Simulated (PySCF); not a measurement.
# Frontier levels across methods

Species: C₂H₈N₂Si.
Numbering: `[CH3:1]/[CH:2]=[N:3]/[SiH2:4][NH2:5]` (hydrogens: H6, H7, H8 on C1; H9 on C2; H10, H11 on Si4; H12, H13 on N5)

Cartesian coordinates in Å at the PBE0-D3(BJ)/def2-SVP level; atoms count from 1:
```
atom  x, y, z in Å
C1     2.5025    0.0904   -0.0454
C2     1.0934   -0.3722    0.1363
N3     0.1074    0.1338   -0.4746
Si4   -1.5522   -0.4145   -0.2752
N5    -2.6579    0.8239    0.1903
H6     3.1308   -0.7399   -0.4097
H7     2.9306    0.4061    0.9206
H8     2.5415    0.9230   -0.7600
H9     0.9758   -1.2128    0.8629
H10   -1.9830   -0.9299   -1.6055
H11   -1.6102   -1.4850    0.7766
H12   -2.6216    1.1839    1.1379
H13   -2.8509    1.5757   -0.4631
```

Basis pcSseg-2 throughout (PySCF), one geometry. Geometry: PBE0-D3(BJ)/def2-SVP, one conformer, isolated molecule.

**Question.** How do the orbital energies, the gap and the dipole change with the method?

**Answer.** 
```tsv
method	kind	HOMO (eV)	LUMO (eV)	gap (eV)	μ (D)	SCF cycles
BLYP	GGA	-5.43	-1.48	3.94	1.71	16
OPBE	GGA	-5.45	-1.50	3.95	1.71	16
PBE	GGA	-5.52	-1.62	3.90	1.72	16
B97-D	GGA	-5.52	-1.51	4.02	1.73	16
BP86	GGA	-5.62	-1.70	3.92	1.74	15
LDA	LDA	-5.63	-1.84	3.79	1.76	15
KT2	GGA	-5.64	-1.57	4.08	1.68	16
KT3	GGA	-5.65	-1.54	4.11	1.66	16
B97-2	global hybrid	-6.62	-0.58	6.04	1.79	14
B3LYP	global hybrid	-6.67	-0.77	5.90	1.78	14
PBE0	global hybrid	-6.88	-0.52	6.35	1.80	14
mPW1PW91	global hybrid	-6.90	-0.53	6.37	1.80	14
BHandHLYP	global hybrid	-8.21	0.64	8.84	1.87	13
CAM-B3LYP	range-separated hybrid	-8.29	0.64	8.93	1.83	13
wB97X-D	range-separated hybrid	-8.76	1.31	10.08	1.86	14
LC-wPBE	range-separated hybrid	-9.60	1.83	11.44	1.88	14
HF	Hartree–Fock	-10.30	2.74	13.04	2.03	11
```

The HOMO spans 4.88 eV, from BLYP down to HF, and the gap runs from 3.79 eV (LDA) to 13.04 eV (HF). Over the methods BLYP (0 %), OPBE (0 %), PBE (0 %), B97-D (0 %), BP86 (0 %), LDA (0 %), KT2 (0 %), KT3 (0 %), B97-2 (21 %), B3LYP (20 %), PBE0 (25 %), mPW1PW91 (25 %), BHandHLYP (50 %), HF (100 %), a straight line through the gap against the share of exact exchange rises by 0.92 eV for each 10 % (correlation coefficient 0.999). The dipole ranges from 1.66 D (KT3) to 2.03 D (HF). This basis has no diffuse functions.
